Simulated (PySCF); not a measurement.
Isomers of C6H12NP, from PBE0-D3(BJ)/def2-SVP geometry optimisation, gas phase in PySCF. One conformer each, no zero-point energy, no frequencies.

Question: Which is lowest in electronic energy at this level?
A. `[CH3:1][CH:2]([CH3:3])[P:4]([CH3:5])[CH2:6][C:7]#[N:8]` with C1–C2–P4–C5 -69°, C2–P4–C6–C7 165°: A = 3279, B = 975.6, C = 807.7 MHz, dipole 4.65 D
B. `[C@H]12C[P@@](CC1)(=N)CC2`: A = 2785, B = 1765, C = 1509 MHz, dipole 3.43 D
C. `[CH3:1][CH:2]=[P:3]1([N:4]([CH3:5])[CH3:6])[CH:7]=[CH:8]1` with C2–P3–N4–C5 150°: A = 2479, B = 1444, C = 1025 MHz, dipole 2.52 D

Answer: B. That is `N=[P@]12CC[C@H](CC1)C2`, 6.5 kcal/mol below the next.

```
                SMILES                                                  mapped SMILES      E (Eh)  relative (kcal/mol)  relative (kJ/mol)  dipole (D)
N=[P@]12CC[C@H](CC1)C2  [NH:1]=[P@:2]12[CH2:3][CH2:4][C@H:5]([CH2:6][CH2:7]1)[CH2:8]2  -631.18572                  0.0                0.0        3.43
         CC(C)P(C)CC#N         [CH3:1][CH:2]([CH3:3])[P:4]([CH3:5])[CH2:6][C:7]#[N:8]  -631.17537                  6.5               27.2        4.65
      CC=P1(N(C)C)C=C1      [CH3:1][CH:2]=[P:3]1([N:4]([CH3:5])[CH3:6])[CH:7]=[CH:8]1  -631.04835                 86.2              360.7        2.52
```

As drawn, the lowest has an N–H bond, which the highest lacks; the highest has a three-membered ring and a C=C bond outside aromatic rings, which the lowest lacks.
